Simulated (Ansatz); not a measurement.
Relaxation of BrH6NOSi (10 atoms, charge 0, multiplicity 1), to a largest force component of 0.03 eV/Å in at most 50 steps.

Computed with RKS r2SCAN/def2-SVP in Ansatz 0.2.0.

```xyz
10
Properties=species:S:1:pos:R:3
Si -0.111 0.170 0.046
O -0.134 0.189 1.733
H -0.996 0.040 2.146
H 1.333 0.260 -0.264
N -0.906 1.487 -0.730
H -1.911 1.506 -0.875
H -0.533 2.429 -0.660
H -0.806 -1.049 -0.451
Br 1.632 -2.701 1.100
H 1.172 -1.567 1.966
```

Where does it end, and by what steps?

The run converged. The force dipped under the threshold on the way, but the program's further checks kept it going. After 42 steps the energy has fallen by 0.241 eV; Br9 moved furthest, 2.85 Å.

```
step  energy less start (eV)  largest force component (eV/Å)  accepted
   0                  0.0000                           0.928       yes
   2                 -0.1279                           0.214       yes
   4                 -0.1642                           0.298       yes
   6                 -0.1878                           0.091       yes
   8                 -0.1945                           0.102       yes
  10                 -0.1971                           0.067       yes
  12                 -0.1983                           0.085       yes
  14                 -0.2000                           0.038       yes
  16                 -0.2007                           0.028       yes
  18                 -0.2015                           0.043       yes
  20                 -0.2019                           0.108        no
  22                 -0.2027                           0.068       yes
  24                 -0.2039                           0.064       yes
  26                 -0.2048                           0.051       yes
  28                 -0.2066                           0.178       yes
  30                 -0.2083                           0.106       yes
  32                 -0.2140                           0.180       yes
  34                 -0.2203                           0.184       yes
  36                 -0.2298                           0.202       yes
  38                 -0.2361                           0.201       yes
  40                 -0.2402                           0.160       yes
  42                 -0.2413                           0.029       yes
```

```xyz
10
Properties=species:S:1:pos:R:3
Si -0.467 -0.176 -0.467
O -0.498 -1.247 0.861
H -1.266 -1.176 1.445
H 0.732 -0.650 -1.195
N -0.342 1.480 -0.063
H -1.150 2.084 0.033
H 0.475 1.856 0.411
H -1.738 -0.339 -1.228
Br 2.080 -0.216 2.417
H 0.914 -0.852 1.798
```

Whether the end is a true minimum wasn't checked by a vibrational analysis.

Time of the run: 78 s on 4 threads of Arm Neoverse V2, with other jobs on the host, peak memory 0.18 GiB.
